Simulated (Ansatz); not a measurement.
## What each rung costs, and what it gives

Saddle point of BH₄O₂F₃, closed shell (BF₃ ([F][B]([F])[F]) + H₂O + H₂O → BHOF₂ ([OH][B]([F])[F]) + H₂O + HF; bonds formed: F2–H7, H5–O8; dative contacts that become bonds: B1–O6; bonds broken: B1–F2, H5–O6, H7–O8), PBE0-D4/def2-TZVP structure:

```csv
atom,x (Å),y (Å),z (Å)
B1,-1.0096,-0.2783,-0.4906
F2,0.2868,0.2248,-1.3229
F3,-0.8769,-1.6238,-0.5301
F4,-2.0560,0.2618,-1.1463
H5,0.8010,0.2604,1.0056
O6,-0.7880,0.2450,0.8359
H7,1.1223,0.2239,-0.5499
O8,1.6901,0.2391,0.5159
H9,-1.2916,1.0489,0.9797
H10,2.1219,-0.6019,0.7028
```

Barriers are electronic and count from the start structure reached by relaxing down the imaginary mode.

Ansatz 0.2.0; basis: as named in each row; cores frozen in the correlated methods. B3LYP uses VWN-RPA correlation. Extrapolation: Hartree–Fock as exp(−7.88 √X), correlation as X^−2.97.

Times are rough, for one single point on 8 threads of a shared host (Arm Neoverse V2).

The estimate by CCSD(T) at an estimated basis limit (MP2 extrapolated from triple and quadruple zeta, plus CCSD(T) − MP2 in triple zeta) is 0.654 eV.

```
      method       basis  time (s)  barrier (eV)  method less estimate
          HF      STO-3G   under 1         0.243                -0.410
      PBE-D4      STO-3G   under 1        -0.828                -1.481
       SPW92    def2-SVP   under 1         0.128                -0.526
    B3LYP-D4       6-31G   under 1         0.463                -0.191
     PBE0-D4    def2-SVP   under 1         0.464                -0.190
      PBE-D4    def2-SVP   under 1         0.353                -0.301
       SPW92  def2-TZVPP   under 1         0.241                -0.413
      PBE-D4  def2-TZVPP   under 1         0.463                -0.191
     BLYP-D4  def2-TZVPP         1         0.530                -0.124
    B3LYP-D4  def2-TZVPP         1         0.593                -0.060
    BHLYP-D4  def2-TZVPP         1         0.702                 0.049
     PBE0-D4  def2-TZVPP         1         0.557                -0.097
CAM-B3LYP-D4  def2-TZVPP         1         0.577                -0.076
     wB97M-V    def2-SVP         1         0.498                -0.155
   r2SCAN-D4  def2-TZVPP         2         0.518                -0.136
  r2SCAN0-D4  def2-TZVPP         2         0.585                -0.069
      B2PLYP  def2-TZVPP         2         0.618                -0.036
    PBE-QIDH  def2-TZVPP         2         0.611                -0.042
  RPA on PBE  def2-TZVPP         3         0.617                -0.036
     wB97X-V  def2-TZVPP         3         0.607                -0.047
     wB97M-V  def2-TZVPP         3         0.603                -0.050
      B97M-V  def2-TZVPP         3         0.669                 0.015
     CCSD(T)    def2-SVP         4         0.615                -0.038
         MP2  def2-QZVPP         9         0.613                -0.040
     CCSD(T)  def2-TZVPP       110         0.637                -0.017
```

All methods are single points on the PBE0-D4 structures; a negative value means that the method puts the saddle structure below the start.

The T1 diagnostic stays at or below 0.012.

The step is the kind of ligand exchange by which a precursor binds to a hydroxyl group, or is hydrolysed, in atomic layer deposition of oxides.

Labels in which every atom is bracketed show which atoms are joined, not bond orders.
